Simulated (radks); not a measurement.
Task: The mean radii <r> (bohr) of the occupied orbitals of an atom or ion are listed with their occupations. Method: scalar-relativistic Kohn-Sham, PBE, spin-unpolarised, spherical densities, point nucleus; computed with a radial shooting solver on a logarithmic mesh with Libxc functionals.

orbital  occ.      <r>
1s          1  0.05502

Name the element and its charge.

Result: Z = 27, cobalt, charge +26: Co26+ in 1s1. The 1s radius gives Z: for a bare nucleus <r> = (2 gamma + 1)/(2Z) with gamma = sqrt(1 - (Z/c)^2), 0.05483 bohr for Z = 27, and the self-interaction of the functional makes it slightly larger (0.05502 here). The occupations add up to 1, and the charge is Z minus that.
